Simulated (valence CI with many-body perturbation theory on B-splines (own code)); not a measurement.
**Forbidden lines of Tm XXIX**

Calculated by valence CI with perturbative core correlation (CI+MBPT): five valence electrons over a frozen Dirac-Fock core [Kr], a basis of 7 s, 7 p, 8 d, 6 f, 4 g, 1 h functions for each j, with the one-electron correlation potential Σ1, the two-electron term Σ2, the three-electron term Σ3, Breit, model QED; selected CI, second order for the rest, scaled by the run's own slope (own B-spline code, finite nucleus).

The last digits are not significant, and no measured levels were compared; by estimate large intervals hold to a few tenths of a per cent, small ones and those within an open d or f shell to about a per cent. The list stops below the first excitations out of the core.

Lines 1 to 50 of 120 in falling wavelength, among levels below 880480 cm⁻¹, chosen from the decays that carry over 1 % of a level's rate. Wavelengths and rates use the calculated energies. Electric multipoles are in the length gauge, E1 and E2 with the static RPA response of the core. S is in atomic units (e²a₀⁴ for E2 and M2, e²a₀⁶ for E3), for M1 in squared Bohr magnetons. Weak lines are less certain than strong ones. Lines between different terms over intervals too small for the method are left out, as are lines whose strength nearly cancels. Where a level lies close to another of its J and parity, the split of strength between their lines is uncertain.

Levels are named by their leading jj configuration (3d3/2^4 stands for four electrons in 3d with j = 3/2), which in mixed levels can hold well under half, so a name can repeat and another be missing. Letters in brackets count levels of one name in rising energy.

```tsv
λ vac (Å)	Upper	Lower	Type	A (s⁻¹)	S (a.u.)
15110	(4d3/2^3 4d5/2^2) J=11/2	(4d3/2^3 4d5/2^2) J=7/2 [a]	E2	2.18e-07	1.84e-03
10520	(4d3/2^3 4d5/2^2) J=9/2	(4d3/2^3 4d5/2^2) J=11/2	M1	1.01e+01	4.36e+00
6420	(4d3/2^2 4d5/2^3) J=13/2	(4d3/2^2 4d5/2^3) J=11/2	M1	2.55e+01	3.50e+00
6252	(4d3/2^3 4d5/2^2) J=7/2 [b]	(4d3/2^3 4d5/2^2) J=5/2 [b]	M1	3.60e+01	2.61e+00
6201	(4d3/2^3 4d5/2^2) J=9/2	(4d3/2^3 4d5/2^2) J=7/2 [a]	M1	5.71e+01	5.05e+00
5537	(4d3/2^3 4d5/2^2) J=5/2 [b]	(4d3/2^3 4d5/2^2) J=3/2 [a]	M1	6.46e+01	2.44e+00
4277	(4d3/2^3 4d5/2^2) J=1/2	(4d3/2^3 4d5/2^2) J=3/2 [a]	M1	4.00e+02	2.32e+00
3879	(4d3/2^2 4d5/2^3) J=1/2 [a]	(4d3/2^3 4d5/2^2) J=3/2 [b]	M1	2.01e+02	8.71e-01
3029	(4d3/2^3 4d5/2^2) J=7/2 [a]	(4d3/2^3 4d5/2^2) J=5/2 [a]	M1	4.60e+02	3.79e+00
2848	(4d3/2^2 4d5/2^3) J=3/2 [b]	(4d3/2^2 4d5/2^3) J=3/2 [a]	M1	9.31e+01	3.19e-01
2743	(4d3/2^2 4d5/2^3) J=5/2 [b]	(4d3/2^3 4d5/2^2) J=3/2 [b]	M1	3.37e+02	1.55e+00
2720	(4d3/2^2 4d5/2^3) J=7/2 [b]	(4d3/2^2 4d5/2^3) J=9/2 [a]	M1	7.09e+01	4.23e-01
2683	(4d3/2^3 4d5/2^2) J=7/2 [b]	(4d3/2^3 4d5/2^2) J=7/2 [a]	M1	1.60e+02	9.13e-01
2618	(4d3/2^2 4d5/2^3) J=3/2 [a]	(4d3/2^2 4d5/2^3) J=5/2 [a]	M1	4.07e+02	1.08e+00
2311	(4d3/2^3 4d5/2^2) J=3/2 [b]	(4d3/2^3 4d5/2^2) J=1/2	M1	1.27e+02	2.32e-01
2178	(4d3/2^2 4d5/2^3) J=1/2 [b]	(4d3/2^2 4d5/2^3) J=3/2 [a]	M1	7.97e+02	6.11e-01
2153	(4d3/2^2 4d5/2^3) J=7/2 [b]	(4d3/2^2 4d5/2^3) J=7/2 [a]	M1	3.02e+02	8.94e-01
2145	(4d3/2^2 4d5/2^3) J=9/2 [c]	(4d3/2^2 4d5/2^3) J=9/2 [b]	M1	8.78e+02	3.21e+00
2058	(4d3/2^3 4d5/2^2) J=3/2 [b]	(4d3/2^3 4d5/2^2) J=5/2 [b]	M1	3.10e+02	4.00e-01
1871	(4d3/2^2 4d5/2^3) J=9/2 [a]	(4d3/2^3 4d5/2^2) J=7/2 [b]	M1	1.06e+03	2.56e+00
1842	(4d3/2^3 4d5/2^2) J=5/2 [b]	(4d3/2^3 4d5/2^2) J=5/2 [a]	M1	2.69e+03	3.75e+00
1673	(4d3/2^2 4d5/2^3) J=7/2 [a]	(4d3/2^3 4d5/2^2) J=5/2 [b]	M1	2.21e+03	3.08e+00
1638	(4d3/2^2 4d5/2^3) J=5/2 [c]	(4d3/2^3 4d5/2^2) J=3/2 [b]	M1	2.71e+03	2.65e+00
1568	(4d3/2^3 4d5/2^2) J=5/2 [a]	(4d3/2^4 4d5/2) J=5/2	M1	1.00e+04	8.58e+00
1562	(4d3/2^2 4d5/2^3) J=5/2 [a]	(4d3/2^3 4d5/2^2) J=7/2 [a]	M1	2.34e+03	1.99e+00
1540	(4d3/2^2 4d5/2^3) J=7/2 [a]	(4d3/2^3 4d5/2^2) J=9/2	M1	3.35e+03	3.63e+00
1500	(4d3/2^3 4d5/2^2) J=3/2 [b]	(4d3/2^3 4d5/2^2) J=3/2 [a]	M1	7.35e+02	3.68e-01
1500	(4d3/2 4d5/2^4) J=7/2 [a]	(4d3/2^2 4d5/2^3) J=5/2 [c]	M1	1.80e+03	1.80e+00
1483	(4d3/2^2 4d5/2^3) J=3/2 [b]	(4d3/2^3 4d5/2^2) J=3/2 [b]	M1	1.11e+02	5.36e-02
1448	(4d3/2^2 4d5/2^3) J=1/2 [a]	(4d3/2^3 4d5/2^2) J=1/2	M1	6.81e+03	1.53e+00
1448	(4d3/2^2 4d5/2^3) J=5/2 [b]	(4d3/2^3 4d5/2^2) J=7/2 [b]	M1	1.62e+03	1.09e+00
1436	(4d3/2^2 4d5/2^3) J=11/2	(4d3/2^3 4d5/2^2) J=9/2	M1	1.46e+03	1.92e+00
1379	(4d3/2 4d5/2^4) J=5/2 [a]	(4d3/2^2 4d5/2^3) J=3/2 [a]	M1	2.71e+03	1.58e+00
1364	(4d3/2^2 4d5/2^3) J=3/2 [b]	(4d3/2^2 4d5/2^3) J=5/2 [a]	M1	7.23e+02	2.72e-01
1338	(4d3/2 4d5/2^4) J=7/2 [a]	(4d3/2^2 4d5/2^3) J=9/2 [b]	M1	2.08e+03	1.48e+00
1337	(4d3/2 4d5/2^4) J=3/2 [a]	(4d3/2^2 4d5/2^3) J=5/2 [c]	M1	4.71e+02	1.67e-01
1323	(4d3/2^2 4d5/2^3) J=3/2 [a]	(4d3/2^3 4d5/2^2) J=1/2	M1	9.89e+02	3.40e-01
1264	(4d3/2^2 4d5/2^3) J=11/2	(4d3/2^3 4d5/2^2) J=11/2	M1	8.46e+03	7.59e+00
1236	(4d3/2^2 4d5/2^3) J=3/2 [a]	(4d3/2^3 4d5/2^2) J=5/2 [b]	M1	4.08e+03	1.14e+00
1234	(4d3/2^2 4d5/2^3) J=7/2 [a]	(4d3/2^3 4d5/2^2) J=7/2 [a]	M1	4.97e+03	2.77e+00
1212	(4d3/2 4d5/2^4) J=11/2	(4d3/2^2 4d5/2^3) J=9/2 [b]	M1	2.14e+03	1.69e+00
1194	(4d3/2^2 4d5/2^3) J=9/2 [c]	(4d3/2^2 4d5/2^3) J=11/2	M1	2.14e+02	1.35e-01
1189	(4d3/2^2 4d5/2^3) J=9/2 [a]	(4d3/2^3 4d5/2^2) J=11/2	M1	3.37e+03	2.10e+00
1176	(4d3/2^2 4d5/2^3) J=5/2 [b]	(4d3/2^3 4d5/2^2) J=5/2 [b]	M1	7.65e+03	2.76e+00
1174	(4d3/2^2 4d5/2^3) J=7/2 [c]	(4d3/2^2 4d5/2^3) J=5/2 [a]	M1	2.55e+02	1.23e-01
1168	(4d3/2^2 4d5/2^3) J=9/2 [b]	(4d3/2^3 4d5/2^2) J=7/2 [b]	M1	1.84e+03	1.09e+00
1108	(4d3/2^2 4d5/2^3) J=7/2 [b]	(4d3/2^3 4d5/2^2) J=7/2 [b]	M1	1.78e+03	7.18e-01
1102	(4d3/2^2 4d5/2^3) J=9/2 [a]	(4d3/2^3 4d5/2^2) J=7/2 [a]	M1	5.09e+03	2.53e+00
1095	(4d3/2 4d5/2^4) J=7/2 [a]	(4d3/2^2 4d5/2^3) J=5/2 [b]	M1	5.92e+03	2.31e+00
1082	(4d3/2^2 4d5/2^3) J=1/2 [a]	(4d3/2^3 4d5/2^2) J=3/2 [a]	M1	1.07e+04	1.00e+00
```
